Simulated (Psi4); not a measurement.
Dimer: HF (SMILES F) (first 2 atoms) with N2 (SMILES N#N); geometry from B3LYP-D3(BJ)/def2-TZVP, rigid monomers moved along the line of their centres of mass till H2···N4 is 2.84 Å.
(charge 0, multiplicity 1):
```xyz
4

F     -0.391    -0.207    -0.651
H     -0.283    -0.172     0.271
N      0.174    -0.027     4.175
N      0.047    -0.067     3.094
```

These are SAPT0/jun-cc-pV(D+d)Z (Psi4) values and carry that method's errors.

Q: Give the four SAPT terms and the total, and say what mostly holds the pair together.

A: electrostatics -0.89, exchange 0.16, induction -0.20, dispersion -0.21, total -1.14 kcal/mol; the largest attraction is electrostatics.
